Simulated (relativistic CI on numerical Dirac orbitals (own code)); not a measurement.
## Radial parameters of Sc IV

These numbers are calculated, not measured: Dirac-Coulomb-Breit CI, orbitals from a KLI potential per configuration, model QED (radiative potential, 1s self-energy scaled to tabulated hydrogen-like ionisation energies), valence Slater integrals scaled by 0.85, P86 correlation energy added to each configuration (own radial code, finite nucleus).

Slater integrals F^k, G^k are unscaled and averaged over j, outside the closed core [Ne]; ζ comes from projecting the Hamiltonian with its Breit term on Σ l·s of the shell.

- 3s2 3p5 3d: ζ(3p) = 2739.7, F^2(3p,3d) = 77971, G^1(3p,3d) = 97393, G^3(3p,3d) = 59169, ζ(3d) = 93.704 cm⁻¹; <r>(3p) = 1.128, <r^2>(3p) = 1.483, <r>(3d) = 1.335, <r^2>(3d) = 2.176 (bohr units).
- 3s 3p6 3d: G^2(3s,3d) = 74402, ζ(3d) = 102.5 cm⁻¹; <r>(3s) = 1.055, <r^2>(3s) = 1.278, <r>(3d) = 1.334, <r^2>(3d) = 2.17 (bohr units).
- 3s2 3p5 4s: ζ(3p) = 2877.8, G^1(3p,4s) = 7782.2 cm⁻¹; <r>(3p) = 1.102, <r^2>(3p) = 1.415, <r>(4s) = 2.671, <r^2>(4s) = 8.013 (bohr units).

In this model ζ of a weakly bound d, f or g electron outside closed shells comes out too small, for d by up to a factor of two or three and at times with the wrong sign; that of an outer p electron is too small as well.

For a near-neutral ion this model can misplace configurations by up to about 10,000 cm⁻¹ (more where the count of f electrons changes) and terms by 10 to 25 % of their spread. Rates follow the energies as ν³ (E1, M1) or ν⁵ (E2), so they and the lifetimes can be off by large factors. The fine structure of a lone outer electron comes out too small, for d and f at times inverted, and misplaced configurations move strength between like terms. 47 of the 69 excited levels that our extract of the measured tables holds in this range could be paired (the sources list more); they are missed by 6808 cm⁻¹ on average and 61018 at most, and levels without a partner can miss by more.

Averages of the first 10 configurations, taken without configuration mixing, which lowers the lowest level and can move excited configurations by several eV; other configurations of the list can lie among them:

```csv
Configuration,Parity,States,Average energy above the lowest level (eV)
3s2 3p6,even,1,0.1
3s2 3p5 3d,odd,60,32.7
3s 3p6 3d,even,20,60.1
3s2 3p5 4s,odd,12,42.2
3s2 3p5 4p,even,36,47.7
3s2 3p5 4d,odd,60,55.5
3s2 3p5 5s,odd,12,57.4
3s2 3p5 5p,even,36,59.6
3s2 3p5 4f,even,84,60.2
3s2 3p5 5d,odd,60,62.9
```
